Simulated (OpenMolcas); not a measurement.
**Levels of Br5+ by method**

```yaml
Program: OpenMolcas
Basis: ANO-RCC-VTZP [6s5p3d1f]
Scalar_Hamiltonian: DKH2, point nucleus
Active_space: 2 electrons in 9 orbitals (RAS2 4s 4p; RAS3 4d, at most 2 electrons)
State_averaging: 2S+1 = 3 even, 3 roots; 2S+1 = 1 even, 6 roots; 2S+1 = 3 odd, 3 roots; 2S+1 = 1 odd, 3 roots
Spin-orbit_coupling: RASSI with atomic mean-field integrals over the reference wave functions, term energies averaged over their components
```

Methods on the same reference wave functions:
A. RASSCF
B. SS-RASPT2, IPEA 0.25 Eh, imaginary shift 0.1 Eh (closed shells correlated: 3d)

Energies in cm-1 above 4s2 1S0, the measured ground level; measured values from Moore, Atomic Energy Levels, vol. II, NSRDS-NBS 35 (1971 reprint of NBS Circular 467, 1952).

```
      Level       A       B  Measured
    4s2 1S0     0.0     0.0       0.0
4s 4p 3P* 0   99866  100973    104316
4s 4p 3P* 1  101825  102927    106431
4s 4p 3P* 2  106222  107329    111336
4s 4p 1P* 1  153319  152979    151274
```

Deviations, from unrounded energies. A percentage is the sum of absolute deviations over the sum of measured energies, with the sign that they share, or ± where signs differ.

```tsv
Against measurement	Levels	A	B
mean absolute deviation (cm-1)	4	4100	3100
other configurations (%)	4	±3.4	±2.7
```

B lies closest to measurement on these levels. The largest miss of B in the table is 4s 4p 3P* 2, by -4000 cm-1. The ranking rests on the paired levels alone, and a cruder setting can come out closer through cancelling errors.

The lowest spin-free term lies below A's lowest term by 0.037 hartree in B.

Active for correlation alone: 4d; no level in the range computed is led by a configuration that fills it, so any true level of that kind is missing. Computed and measured levels are paired by configuration, term and J; levels that our copy of the source lacks, or whose pairing is in doubt (as where it misses far off the trend of its configuration), stay unpaired and out of the deviations. Levels of configurations outside the active space are missing. Levels that lie high or do not pair safely by name in every column are left out.

* marks odd parity.
